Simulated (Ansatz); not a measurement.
A structure relaxed at r2SCAN-D4/def2-SVP in Ansatz, charge 1, doublet:

Cartesian coordinates in Å:
```
Pb -0.230 1.373 1.429
Pb 0.635 1.550 -1.358
Pb 1.599 -1.070 1.270
Pb 0.242 -1.344 -1.454
Pb -2.245 -0.510 0.113
```

(1) Give its formula and point group.

(2) Summarise the bond lengths by kind (pairs closer than 1.2 times the sum of covalent radii, bridged metal pairs left out).

Answers

(1) Pb₅⁺. Point group C2v (tolerance 0.1 Å).

(2) 6 × Pb–Pb 2.92 to 3.06 Å.

In the def2 sets Pb takes a core potential; there is no spin–orbit coupling. The relaxation made no stability test and no search for a lower SCF solution. Another isomer (doublet) lies 0.05 eV lower at r2SCAN-D4/def2-TZVP; other spin states weren't run for this one.
